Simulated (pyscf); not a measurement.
Single points on ωB97X-D3(BJ)/def2-SVPD structures (PySCF, gas phase). Correlated levels are frozen-core, on RHF or UHF. ΔMP2 is the change of the MP2 total energy from the triple- to the quadruple-zeta basis.

Estimate by transition-state theory (the high-pressure limit) the rate constant of H₃C–CH₂–NH⁻ -> H₂C⁻–CH₂–NH₂ (singlet surface; C–H broken, H–N formed) at 900 K, with CCSD(T)/def2-TZVPPD + ΔMP2(QZVPPD) energies (ideal gas, 1 atm, RRHO with modes under 100 cm⁻¹ raised to 100, one conformer, R ln 2 for rigid chiral ones; no tunnelling).

The electronic barrier is 35.9 kcal/mol and the thermal terms add -2.6, so ΔG‡ = 33.3 kcal/mol. With k_BT/h = 1.88e+13 s⁻¹ and RT = 1.788 kcal/mol, k = 1.5e+05 s⁻¹, a half-life of 4.5e-06 s through this channel alone. Wigner's tunnelling factor for 1813i cm⁻¹ would be 1.35. A shift of 1 kcal/mol in the barrier changes k by a factor 1.7. One saddle was located; it need not be the lowest between these sides. The CCSD(T) − MP2 part came from Ansatz, without density fitting, on the same reference.
